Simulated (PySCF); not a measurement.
Computed shifts of a molecule CH7NOSi2, KT2/pcSseg-1 run with PySCF, GIAO, gas phase, atoms alike by connectivity averaged where their shifts nearly agree, in ppm (number of nuclei): ¹³C: 32.1 (1). ¹⁵N: 22.0 (1). ²⁹Si: -2.6 (1), -10.2 (1). ¹H: 5.75 (2), 5.48 (2), 3.13 (2), 0.47 (1). References: ¹³C against TMS (σ = 185.1 ppm); ¹⁵N against NH3 (σ = 266.2 ppm); ²⁹Si against TMS (σ = 361.9 ppm); ¹⁷O against H2O (σ = 330.4 ppm); ¹H against TMS (σ = 31.47 ppm), references at their B3LYP-D3(BJ)/def2-TZVP geometries, non-relativistic. The structure is a stationary point at TPSSh-D3(BJ)/def2-SVP. One conformer was computed; it need not be the lowest.

Question: Pick the molecule that these values belong to.
(A) O[Si@@H]1NC[SiH2]1
(B) C1N[SiH2]O[SiH2]1
(C) N[Si@H]1CO[SiH2]1
(D) N[Si@H]1OC[SiH2]1

Answer: B, C1N[SiH2]O[SiH2]1
